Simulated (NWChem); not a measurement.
Molecule: C2H6AlFO; SMILES CC[O][AlH][F]

```xyz
11

Al    -0.5227     1.2715    -0.1560
H     -1.7777     2.0482    -0.6759
F      0.9213     2.0724     0.0528
O     -0.6346    -0.3683     0.2021
C      0.1170    -1.4667     0.6247
C      0.4243    -2.4015    -0.5272
H      1.0604    -1.1414     1.1031
H     -0.4582    -2.0087     1.3973
H      1.0320    -1.8935    -1.2926
H      0.9827    -3.2837    -0.1777
H     -0.5061    -2.7465    -1.0033
```
Atoms are numbered in this order, from 1.

Results from NWChem. All runs use the structure optimised with PBE0/def2-SVP. Level M06-2X/def2-SVP: energy and gradient on several grids; changes count from the extra-fine grid, which is no exact limit either.

| grid | size of the energy change (μHa) | largest change of a gradient component (μHa/bohr) | time, medium = 1 (rough) |
|---|---|---|---|
| xcoarse | 8000 | 3000 | about 1 |
| coarse | 900 | 1000 | about 1 |
| medium | < 10 | 200 | about 1 |
| fine | < 10 | 50 | about 1 |
| xfine | < 10 | < 30 | 3 |
